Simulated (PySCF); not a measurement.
Input file for PySCF: R-MP2/6-31G* on CH2O (SMILES C=O) with ghost functions.

```python
from pyscf import gto, scf, dft, mp
from pyscf.data.elements import chemcore

mol = gto.M(
    atom='''
    C    -0.38907432    0.41972449    3.21131316
    O    -0.47166722   -0.77692420    3.15020069
    H    -1.28265088    1.06747595    3.27483332
    H     0.58541601    0.94172355    3.21160048
    ghost-C   -0.54141864   -0.18690799   -0.15051109
    ghost-F   -0.44071388    1.03880306    0.51341912
    ghost-H   -0.57961257   -0.98034120    0.59481929
    ghost-H   -1.45219744   -0.17877317   -0.74912557
    ghost-H    0.33353868   -0.30306221   -0.79000988
    ''',
    basis='6-31g*',
    cart=True,
    charge=0, spin=0, verbose=3, max_memory=1800)
mf = scf.RHF(mol)
mf.conv_tol = 1e-8
mf.max_cycle = 100
mf.kernel()
if not mf.converged:
    mf = mf.newton().run(mf.mo_coeff, mf.mo_occ)
pt = mp.MP2(mf, frozen=chemcore(mol)).run()
```

Output:

```
converged SCF energy = -113.866295280044
E(RMP2) = -114.168288285623  E_corr = -0.301993005579237
E(SCS-RMP2) = -114.161999682313  E_corr = -0.29570440226963
```

Self-consistency was reached.

Cost: around 0.4 core-seconds (rough).
